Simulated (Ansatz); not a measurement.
The same path of ClGaH₂ (4 atoms, charge 0, multiplicity 1) was run 3 times with different band settings. Lost on the way: Ga1–Cl2, Ga1–H3. Made: Cl2–H3.

These are results of RKS r2SCAN/def2-mTZVP in Ansatz, not measurements.

Relaxed end points:

```xyz
4
Properties=species:S:1:pos:R:3
Ga 0.453 0.000 0.073
Cl 0.821 0.000 2.198
H 1.731 0.000 -0.811
H -1.048 0.000 -0.329
```

```xyz
4
Properties=species:S:1:pos:R:3
Ga -0.364 0.000 -0.434
Cl 2.497 0.000 1.949
H 1.481 0.000 1.080
H -1.656 0.000 -1.464
```

Common settings: movable images 9; climbing image yes; spring 5.0 eV/Å²; optimiser quadratic models (default); force threshold 0.05 eV/Å; end points relaxed.

| run | start path | iteration limit |
| --- | --- | --- |
| 1 | through a guess of the saddle point | 34 |
| 2 | straight line | 29 |
| 3 | straight line | 34 |

Q: What does each run give, and how far can it be trusted?

A: Run 1: converged after 12 iterations, highest image 2.392 eV above the first end. A vibrational analysis at the climbing image gives one clearly imaginary mode, 669i cm⁻¹: a first-order saddle point.
Run 2: converged after 9 iterations, highest image 2.392 eV above the first end. Another band between the same ends (9 images) ends at a top of the same energy, where a vibrational analysis finds 1 clearly imaginary mode.
Run 3: converged after 9 iterations, highest image 2.392 eV above the first end. Another band between the same ends (9 images) ends at a top of the same energy, where a vibrational analysis finds 1 clearly imaginary mode.
The orbitals stay closed-shell, which can raise the energy where a bond breaks towards radicals; this wasn't checked here.
